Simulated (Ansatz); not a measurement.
CH7AlGeSi, SMILES `[SiH3][CH]1[AlH][GeH2]1`, relaxed with RKS PBE-D4/def2-SVP in Ansatz from a rough embedded geometry. The force threshold is 0.03 eV/Å; the program also tests the step.

Charge 0, multiplicity 1.

Start:

```xyz
11

Si    0.412   -1.544    0.061
C    -0.700   -0.137   -0.120
Al   -0.455    1.159    1.275
Ge    0.042    1.324   -1.105
H     0.485   -2.325   -1.244
H     1.792   -1.163    0.405
H    -0.087   -2.489    1.114
H    -1.786   -0.374   -0.415
H    -0.582    1.712    2.837
H    -0.798    2.424   -1.676
H     1.676    1.413   -1.132
```

(1) By how much does the energy fall, and how many steps does the optimiser take? (Estimate.)

(2) Which bonds change most? (Best estimate.)

(3) Give the relaxed structure. (Estimate.)

Answers

(1) Computed: 115.26 kJ/mol, in 20 steps, 3 of them rejected.

(2) The calculation gave: Si1–Al3 from 3.088 to 2.615 Å; Si1–H6 from 1.472 to 1.609 Å; C2–Ge4 from 1.912 to 2.044 Å; C2–Al3 from 1.919 to 2.020 Å.

(3) The calculation gave: 
```xyz
11

Si    0.236   -1.470    0.144
C    -0.879   -0.080   -0.279
Al   -0.014    0.873    1.278
Ge    0.186    1.502   -1.015
H     1.274   -2.016   -0.803
H     1.185   -0.643    1.146
H    -0.323   -2.570    1.001
H    -1.909   -0.279   -0.621
H    -0.176    1.064    2.851
H    -0.829    2.506   -1.622
H     1.251    1.113   -2.081
```
